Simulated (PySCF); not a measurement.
Si(Br)2(OH)2 (Br2H2O2Si), SMILES O[Si](O)(Br)Br. Atoms are numbered in the order given.

```xyz
7

O     -0.0773     1.3786     1.5867
Si     0.0000     0.0000     0.6888
O      0.0773    -1.3786     1.5867
Br    -1.8345     0.0060    -0.5579
Br     1.8345    -0.0060    -0.5579
H      0.7423     1.6648     2.0109
H     -0.7423    -1.6648     2.0109
```

Coordinates come from a B3LYP-D3(BJ)/def2-SVP optimisation. The values are those of a single conformer.

Method: B3LYP-D3(BJ)/def2-SVP run with PySCF.

Frequencies are harmonic and unscaled.

Estimate the vibrational spectrum. (Estimate from the structure and the level; the computed values follow.)


```json
[
 {"mode": "1", "ν (cm⁻¹)": "101", "IR (km/mol)": "18.6", "Raman (Å⁴/amu)": "2.9", "depolarisation": "0.71", "moving atoms (share of kinetic energy)": "Br 61 %, O 17 %, H 16 %"},
 {"mode": "2", "ν (cm⁻¹)": "141", "IR (km/mol)": "46.2", "Raman (Å⁴/amu)": "2.2", "depolarisation": "0.60", "moving atoms (share of kinetic energy)": "O 39 %, H 38 %, Br 20 %"},
 {"mode": "3", "ν (cm⁻¹)": "172", "IR (km/mol)": "52.2", "Raman (Å⁴/amu)": "0.1", "depolarisation": "0.75", "moving atoms (share of kinetic energy)": "H 89 %"},
 {"mode": "4", "ν (cm⁻¹)": "232", "IR (km/mol)": "27.5", "Raman (Å⁴/amu)": "2.9", "depolarisation": "0.65", "moving atoms (share of kinetic energy)": "H 48 %, O 38 %, Br 13 %"},
 {"mode": "5", "ν (cm⁻¹)": "237", "IR (km/mol)": "11.1", "Raman (Å⁴/amu)": "1.8", "depolarisation": "0.75", "moving atoms (share of kinetic energy)": "O 56 %, Si 32 %, Br 10 %"},
 {"mode": "6", "ν (cm⁻¹)": "251", "IR (km/mol)": "35.7", "Raman (Å⁴/amu)": "3.2", "depolarisation": "0.75", "moving atoms (share of kinetic energy)": "O 57 %, Br 27 %, H 15 %"},
 {"mode": "7", "ν (cm⁻¹)": "275", "IR (km/mol)": "33.8", "Raman (Å⁴/amu)": "3.1", "depolarisation": "0.12", "moving atoms (share of kinetic energy)": "O 59 %, Br 32 %"},
 {"mode": "8", "ν (cm⁻¹)": "413", "IR (km/mol)": "97.2", "Raman (Å⁴/amu)": "5.7", "depolarisation": "0.01", "moving atoms (share of kinetic energy)": "Si 43 %, O 39 %, Br 14 %"},
 {"mode": "9", "ν (cm⁻¹)": "493", "IR (km/mol)": "192.4", "Raman (Å⁴/amu)": "0.9", "depolarisation": "0.75", "moving atoms (share of kinetic energy)": "Si 75 %, Br 14 %, H 10 %"},
 {"mode": "10", "ν (cm⁻¹)": "779", "IR (km/mol)": "180.3", "Raman (Å⁴/amu)": "3.6", "depolarisation": "0.14", "moving atoms (share of kinetic energy)": "H 64 %, O 33 %"},
 {"mode": "11", "ν (cm⁻¹)": "830", "IR (km/mol)": "387.6", "Raman (Å⁴/amu)": "0.4", "depolarisation": "0.75", "moving atoms (share of kinetic energy)": "H 69 %, O 20 %, Si 11 %"},
 {"mode": "12", "ν (cm⁻¹)": "880", "IR (km/mol)": "67.7", "Raman (Å⁴/amu)": "4.6", "depolarisation": "0.10", "moving atoms (share of kinetic energy)": "O 44 %, Si 30 %, H 26 %"},
 {"mode": "13", "ν (cm⁻¹)": "978", "IR (km/mol)": "100.4", "Raman (Å⁴/amu)": "2.2", "depolarisation": "0.75", "moving atoms (share of kinetic energy)": "Si 45 %, O 44 %, H 11 %"},
 {"mode": "14", "ν (cm⁻¹)": "3853", "IR (km/mol)": "154.2", "Raman (Å⁴/amu)": "87.2", "depolarisation": "0.75", "moving atoms (share of kinetic energy)": "H 94 %"},
 {"mode": "15", "ν (cm⁻¹)": "3856", "IR (km/mol)": "84.7", "Raman (Å⁴/amu)": "138.9", "depolarisation": "0.12", "moving atoms (share of kinetic energy)": "H 94 %"}
]
```
